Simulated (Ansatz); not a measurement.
Ideal-gas functions of `C[Si](F)(F)C#N` at 400 K and 1 bar, from an Ansatz frequency run at PBE0-D4/def2-TZVP.

Molar mass 107.13 g/mol, point group Cs (symmetry number 1), electronic degeneracy 1, moments of inertia 136.123, 234.057, 243.35 u Å². Harmonic wavenumbers (cm⁻¹, unscaled): 126, 132, 148, 223, 270, 308, 389, 409, 579, 742, 785, 818, 929, 988, 1295, 1438, 1441, 2347, 3060, 3149, 3150.

Use S(trans) = R[1.5 ln M + 2.5 ln T − 1.1517]; rotational temperatures θ = 24.2544 K / I; S(rot) = R[ln(√π/σ · √(T³/θAθBθC)) + 1.5]; for each mode x = 1.438777 ν̃/T, S = R[x/(eˣ − 1) − ln(1 − e⁻ˣ)] and H = RT x/(eˣ − 1); 1 cm⁻¹ = 0.0119627 kJ/mol; R = 8.31446 J/(mol·K).

Problem. By hand: the entropy, in J/(mol·K).

Solution. Translation 173.3. Rotation: θ = 0.1782, 0.1036, 0.0997 K, giving 118.1. Vibration, mode by mode: 14.97, 14.59, 13.65, 10.37, 8.88, 7.88, 6.17, 5.82, 3.57, 2.25, 1.99, 1.81, 1.32, 1.11, 0.45, 0.29, 0.29, 0.02, 0.00, 0.00, 0.00, in all 95.4. Electronic 0.0. Sum 386.8 J/(mol·K).

Problem. By hand: H − E and G − E in kJ/mol, counted from the electronic energy.

Solution. Zero-point energy ½ × 22726 × 0.0119627 = 135.9; thermal vibration 20.6; translation, rotation and pV give 4 RT = 13.3. H − E = 169.8 kJ/mol, and G − E = 169.8 − 400 × 386.8/1000 = 15.1 kJ/mol.

Vibration gives 25 % of the entropy, 43.2 J/(mol·K) of it from the modes under 150 cm⁻¹: soft modes count most, and the harmonic formula is weakest for them.
